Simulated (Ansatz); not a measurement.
Saddle point of BHClF₃, closed shell (BClF₂ ([F][B]([F])[Cl]) + HF → BF₃ ([F][B]([F])[F]) + HCl; bonds formed: B1–F6, Cl2–H5; bonds broken: B1–Cl2, H5–F6), PBE0-D4/def2-TZVP structure:

```tsv
atom	x (Å)	y (Å)	z (Å)
B1	-0.3794	-0.3287	-0.0872
Cl2	1.5455	-0.0363	-0.6223
F3	-1.1955	-0.1270	-1.1032
F4	-0.5074	-1.3940	0.6796
H5	0.8030	0.9429	0.3603
F6	-0.2661	0.9430	0.7729
```

Energies are electronic, without zero-point energy. Barriers and step energies count from the start structure reached by relaxing down the imaginary mode; all methods use the PBE0-D4 structures, on which another method's saddle can fall below an end. Computed with Ansatz 0.2.0 (basis: def2-TZVPP, with def2-QZVPP for the basis limit); correlated methods freeze the cores. B3LYP uses VWN-RPA correlation. Extrapolation: Hartree–Fock as exp(−7.88 √X), correlation as X^−2.97.

```
      method  barrier (kJ/mol)  step energy (kJ/mol)
       SPW92               5.7                 -55.3
      PBE-D4              44.9                 -53.4
     BLYP-D4              61.7                 -61.1
   r2SCAN-D4                 ?                 -59.7
      B97M-V              69.0                 -63.4
     PBE0-D4              56.7                 -57.1
    B3LYP-D4              68.3                 -63.9
  r2SCAN0-D4              58.6                 -61.8
    BHLYP-D4              81.7                 -68.6
CAM-B3LYP-D4              64.3                 -66.6
     wB97X-V                 ?                 -60.1
     wB97M-V              62.9                 -60.2
      B2PLYP              70.5                 -63.6
    PBE-QIDH              64.8                 -59.3
  RPA on PBE              70.3                 -64.5
          HF             123.4                 -78.7
         MP2                 ?                 -58.3
        CCSD              81.9                 -66.3
     CCSD(T)              72.6                 -63.3
```

(1) Fill in the withheld barriers. (An estimate is asked for; the value comes from the calculation.)

T1 diagnostic: at most 0.012.

## Answers

(1) By the calculation: MP2 68.6; r2SCAN-D4 49.8; wB97X-V 66.3 kJ/mol. Each is the energy of the saddle less that of the start structure, by the same method.

For comparison, the barrier by CCSD(T) at an estimated basis limit (MP2 extrapolated from triple and quadruple zeta, plus CCSD(T) − MP2 in triple zeta) is 74.2 kJ/mol.

Labels in which every atom is bracketed show which atoms are joined, not bond orders.

For scale, one of the runs: CCSD(T)/def2-TZVPP, 180 basis functions, launched by `ansatz run in.yaml --threads 4 --pin off --events-out ev --progress --plain --max-ram 9574MiB`. The run took 46 s on 4 CPU threads of an Arm Neoverse V1 (shared host), with 1.9 GiB of host memory at its peak.
